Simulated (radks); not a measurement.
All-electron atom: Au73+ in [He] 2s2 2p2 (the NIST ground configuration).

Calculated with a radial shooting solver on a logarithmic mesh with Libxc functionals: scalar-relativistic Kohn-Sham, OLYP, spin-unpolarised, spherical densities, finite nucleus; Fermi nuclear charge, rms radius 5.4371 fm.

Energy parts (eV):
part                      energy
total                 -271348.59
kinetic                322134.30
electron-nucleus      -601165.20
Hartree                 10317.20
exchange-correlation    -2634.90

Orbitals (lengths in bohr, moments of r in powers of bohr; r(90%) holds 90 % of the orbital's charge):
orbital  occ.  eigenvalue (eV)  r(90%)
1s          2        -89237.42  0.0307
2s          2        -21721.19   0.106
2p          2        -19928.41  0.0998

The highest occupied level is 2p at -19928.4 eV. The density falls to 0.001 e/bohr^3 at r = 0.28 bohr.
